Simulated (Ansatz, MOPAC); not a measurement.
Process, species as SMILES: ClB(Cl)N -> [NH]B(Cl)Cl + H atom (the H-N bond breaks)

Wanted: bond dissociation energy (enthalpy at 298 K), in kcal/mol. Terms: frozen cores in correlated levels; no dispersion term unless named; no spin-orbit coupling; non-relativistic; 6-31G* and kin with 6d, 5d where marked; UHF or UKS for open shells; PM7 with its own dispersion and hydrogen-bond terms. CBS(X,Y): correlation extrapolated as X^-3; Hartree-Fock from the larger set (for Q and 5 zeta extrapolated as (X+1)exp(-9√X)). First-principles rows: single points at B3LYP-D3(BJ) geometries (Ansatz, a program for electronic structure), with unscaled harmonic terms from B3LYP/6-31G* (Ansatz) at its own minima. Semi-empirical rows: MOPAC heats of formation at their own minima for 298 K.

```
species      coefficient  E at B3LYP/6-31G* (Ansatz), Eh  E at PBE/def2-TZVPD (Ansatz), Eh  H(298 K) - E, kcal/mol  heat of formation at PM7 (MOPAC), kcal/mol
-----------  -----------  ------------------------------  --------------------------------  ----------------------  ------------------------------------------
NB(Cl)Cl              -1                     -1001.33426                       -1000.92222                   24.76                                      -96.26
[NH]B(Cl)Cl           +1                     -1000.64106                       -1000.22949                   15.35                                      -47.62
H atom                +1                        -0.50027                          -0.49962                    1.48                                       52.10
```

Coupled cluster (Ansatz) is a level with limits of its own, used here on species with T1 under 0.025 (0.045 for open shells) and stable references: CCSD(T)/CBS(cc-pV(Q+d)Z,cc-pV(5+d)Z). Value to compare with, CCSD(T)/CBS(cc-pV(Q+d)Z,cc-pV(5+d)Z) (Ansatz): 119.7 kcal/mol. 1 Eh = 627.5095 kcal/mol.

Task: Compute it at each level from the table, and compare with CCSD(T)/CBS(cc-pV(Q+d)Z,cc-pV(5+d)Z) (Ansatz).

Result: 
- B3LYP/6-31G*: the sum of coefficient times E is 0.19293 Eh, or 121.07 kcal/mol; the thermal terms add -7.93. Result: 113.1 kcal/mol. Its difference against CCSD(T)/CBS(cc-pV(Q+d)Z,cc-pV(5+d)Z) (Ansatz) is -6.6 kcal/mol.
- PBE/def2-TZVPD: the sum of coefficient times E is 0.19311 Eh, or 121.18 kcal/mol; the thermal terms add -7.93. Result: 113.2 kcal/mol. Its difference against CCSD(T)/CBS(cc-pV(Q+d)Z,cc-pV(5+d)Z) (Ansatz) is -6.5 kcal/mol.
- PM7: the sum of coefficient times heat of formation is 100.74 kcal/mol; it needs no thermal term. Its difference against CCSD(T)/CBS(cc-pV(Q+d)Z,cc-pV(5+d)Z) (Ansatz) is -19.0 kcal/mol.
